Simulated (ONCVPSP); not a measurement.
**Transferability test, ONCV potential for Ce (Z = 58)**

ONCVPSP 4.0.1 input, shortened (lines: element, Z, core and valence counts, functional; n l f; lmax; l rc ep ncon nbas qcut; lloc lpopt rc5 dvloc0; l nproj debl; icmod fcfact rcfact), PBE, scalar-relativistic:

```
  Ce 58.00    8    6        4      upf
    1    0    2.00
    2    0    2.00
    2    1    6.00
    3    0    2.00
    3    1    6.00
    3    2   10.00
    4    0    2.00
    4    1    6.00
    4    2   10.00
    4    3    1.00
    5    0    2.00
    5    1    6.00
    5    2    1.00
    6    0    1.00
    3
    0    2.60    0.00    4    8    6.00
    1    1.90    0.00    3    7    4.20
    2    1.15    0.00    5    9   12.90
    3    1.35    0.00    4    9   13.20
    4    3    1.05    4.00
    0    2    2.70
    1    2    2.00
    2    2    3.10
    3    2    1.50
    2    0.20    0.75
```

Energies are relative to the spin-unpolarised reference configuration 4d10 4f1 5s2 5p6 5d1 6s1; without spin polarisation the order of configurations can differ from experiment.

Give the all-electron excitation energy and the error of the potential for: 4d10 4f1 5s2 5p6 5d1 6s2; 4d10 4f1 5s2 5p6 5d1 6s0; 4d10 4f1 5s2 5p6 5d0 6s0; 4d10 4f1 5s1 5p6 5d1 6s2.

```tsv
valence configuration	charge	ΔE all-electron (eV)	error AE − PS (meV)
4d10 4f1 5s2 5p6 5d1 6s2	0	-6.070	+1.0
4d10 4f1 5s2 5p6 5d1 6s0	+2	11.081	-2.5
4d10 4f1 5s2 5p6 5d0 6s0	+3	30.259	-2.3
4d10 4f1 5s1 5p6 5d1 6s2	+1	39.665	-89
```

Levels in the configuration 4d10 4f1 5s2 5p6 5d1 6s0:

```csv
level,all-electron (eV),pseudo (eV)
4d,-123.346,-123.367
4f,-18.179,-18.193
5s,-53.373,-53.381
5p,-35.935,-35.934
5d,-14.854,-14.852
```

Note: ghosts flagged at negative energy: s at -35.2 eV; GHOST(+) flagged for p at 116.2 eV. A true bound ghost makes a file unfit for plane-wave use.
